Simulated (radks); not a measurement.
The numbers below are computed, except where a source is named.
Isoelectronic series with 6 electrons, each ion in its NIST ground configuration. Level of theory: non-relativistic Kohn-Sham, LDA (Slater exchange, Perdew-Wang correlation), spin-unpolarised, spherical densities, point nucleus (a radial shooting solver on a logarithmic mesh with Libxc functionals). Total energies (hartree) and screening constants sigma, defined by e = -(Z - sigma)^2 / (2 n^2) hartree:

ion    configuration  E (hartree)     2p     2s
C       [He] 2s2 2p2    -37.42437  4.738  3.998
O2+     [He] 2s2 2p2    -72.62173  4.430  3.872
Ne4+    [He] 2s2 2p2   -119.83899  4.333  3.813
Mg6+    [He] 2s2 2p2   -179.06108  4.284  3.779
Si8+    [He] 2s2 2p2   -250.28425  4.254  3.757
S10+    [He] 2s2 2p2   -333.50726  4.233  3.742
Ar12+   [He] 2s2 2p2   -428.72969  4.218  3.731
Ca14+   [He] 2s2 2p2   -535.95139  4.207  3.723
Ti16+   [He] 2s2 2p2   -655.17236  4.198  3.716
Cr18+   [He] 2s2 2p2   -786.39261  4.191  3.711
Fe20+   [He] 2s2 2p2   -929.61221  4.185  3.706
Ni22+   [He] 2s2 2p2  -1084.83119  4.181  3.703
Zn24+   [He] 2s2 2p2  -1252.04962  4.176  3.700
